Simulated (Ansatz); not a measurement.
Species, as SMILES: [Al][Cl] (Al-Cl) (closed-shell singlet).
Geometry (B3LYP-D3(BJ)/def2-TZVP, fixed):
```xyz
2

Al     0.0000     0.0000    -1.2241
Cl     0.0000     0.0000     0.9361
```
Charge 0, spin multiplicity 1.

Basis-set convergence of the dipole moment at PBE0 with Ansatz (an electronic-structure program). Dipoles come from the density behind the forces; the sign is taken along the dipole that this method gives in the largest set. Cartesian d functions, on some or all atoms, in 6-31G**, 6-311+G**; all else is spherical. The program fits the integrals of some runs and decomposes those of others, by size. No added dispersion term, no relativity. Reference: the value in aug-pcseg-3, 1.676 D, itself unsure by roughly 0.001 D (its mean distance from aug-cc-pV(Q+d)Z, def2-QZVPPD).

```
basis              functions  dipole moment (D)
-----------------  ---------  -----------------
STO-3G                    18              4.038
3-21G                     26         (withheld)
pcseg-1                   36         (withheld)
6-31G**                   38         (withheld)
aug-pcseg-1               54         (withheld)
6-311+G**                 62              1.975
pcseg-2                   68              1.782
6-311++G(2d,2p)           70              1.720
def2-TZVPP                84              1.595
6-311++G(3df,3pd)         94              1.674
aug-pcseg-2              100              1.672
cc-pV(Q+d)Z              128              1.655
pcseg-3                  128              1.683
def2-QZVPP               140              1.664
def2-QZVPPD              155              1.676
aug-cc-pV(Q+d)Z          178              1.679
cc-pV(5+d)Z              200              1.665
pcseg-4                  210              1.676
```

Q: Some entries are withheld; supply them.

A: 
- 3-21G, dipole moment (D): 2.291
- pcseg-1, dipole moment (D): 1.846
- 6-31G**, dipole moment (D): 1.761
- aug-pcseg-1, dipole moment (D): 1.648
